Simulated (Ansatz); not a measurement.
`C[S][SnH]([F])[F]` + H–F → `[F][SnH]([F])[F]` + CH₃SH at 700 K and 1 bar (ligand exchange at the Sn–S bond).

Gas-phase electronic energies from Ansatz, PBE0-D4/def2-TZVP geometries. CBS: MP2 limit from def2 TZ/QZ plus the TZ coupled-cluster correction, frozen cores. This one scheme is used for every species. def2 core potentials past Kr. For Sn outer-core shells are correlated without core-valence functions, which leaves a few kJ/mol of doubt a bond. Each species was taken in one conformer, which may not be the lowest.

```
            species  CCSD(T)/CBS energy (Eh)  H − E (kJ/mol)  S (J/(mol·K))
`C[S][SnH]([F])[F]`               -851.93361           210.3          503.6
                H–F               -100.39570            45.2          198.5
 `[F][SnH]([F])[F]`               -514.09299            86.3          387.9
              CH₃SH               -438.22835           160.2          309.0
```

H − E and S are ideal-gas, rigid-rotor, harmonic terms from PBE0-D4/def2-TZVP, for one conformer and one mirror image of each species. 1 Eh = 2625.50 kJ/mol, R = 8.31446 J/(mol·K).

**Question.** By hand: ΔE, ΔH, ΔS and ΔG.

**Answer.** ΔE = (-514.09299) + (-438.22835) − (-851.93361) − (-100.39570) = 0.00797 Eh = 20.9 kJ/mol. Δ(H − E) = 86.3 + 160.2 − 210.3 − 45.2 = -9.0, so ΔH = 11.9 kJ/mol. ΔS = 387.9 + 309.0 − 503.6 − 198.5 = -5.2 J/(mol·K). ΔG = 11.9 − 700 × (-5.2)/1000 = 15.5 kJ/mol.

**Question.** By hand: the equilibrium constant, and the temperature at which ΔG would vanish if ΔH and ΔS stayed fixed.

**Answer.** log₁₀ K = −ΔG/(RT ln 10) = -1.2. ΔH and −TΔS have one sign here, so there is no such temperature.

The number of gas molecules stays the same, so ΔS is small and ΔH decides. A doubt of 5 kJ/mol in ΔE shifts log₁₀ K by 0.4 here. Other conformers and mirror images would add mixing entropy, several J/(mol·K) or more a flexible species. Modes under 60 cm⁻¹, often nearly free rotors, make the harmonic entropy too high. These are equilibria of isolated gas molecules and say nothing of rates. Largest T1 diagnostic: 0.015 (customary marks: 0.02 for closed shells, 0.045 for open ones).

ΔS is within the doubt of such terms, so its sign, and with it that verdict, could turn.
